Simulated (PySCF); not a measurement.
MoS(OH)₂ at several levels of theory

All levels use the PBE0 minimum (triplet; Mo–O 1.878 Å (×2), Mo–S 2.115 Å, O–H 0.965 Å (×2); H–O–Mo 126.7° (×2), O–Mo–O 115.2°, O–Mo–S 121.0° (×2)), basis [Mo def2-SVP with ECP28, S def2-SVP, O def2-SVP, H def2-SVP], scalar-relativistic core potentials, density fitting, no spin–orbit coupling, PySCF. For vertical energies the ionised species is a doublet (spins chosen at PBE0 and kept) and the electron-attached one a doublet. Atomisation goes to high-spin ground-configuration atoms, without zero-point energy. Open shells are unrestricted, also as the reference of the correlated levels. A dash marks a value that was not computed or is not defined at that level.

Coordinates in bohr (charge 0 multiplicity 3):
```
Mo    0.3029    0.2137    0.2093
S    -2.7865   -0.6595   -2.1701
O    -0.1270    0.5348    3.7182
O     3.6439   -0.3242   -0.8627
H    -0.9985   -0.6288    4.8192
H     4.3106   -1.8382   -1.6302
```

```tsv
level	atomisation (kJ/mol)	vertical IP (eV)	vertical EA (eV)	−ε(HOMO) (eV)	dipole (D)
PBE0	2084	8.24	0.97	6.16	2.11
HF	1119	8.50	0.02	9.81	1.58
MP2	–	7.87	1.12	–	–
PBE	2260	7.69	0.92	4.42	2.19
B3LYP	2138	8.07	1.07	5.76	2.07
r2SCAN	–	8.02	0.86	4.91	2.23
TPSSh	2124	7.98	0.94	5.29	2.22
B97-3	–	8.14	0.94	6.15	2.09
LC-wPBE	–	8.58	1.05	9.01	2.19
```

Spin contamination in at least one species weakens the values at: HF, MP2.

Without diffuse functions attachment energies tend to come out too low.

Other spin states or occupations of the open shell can lie lower.
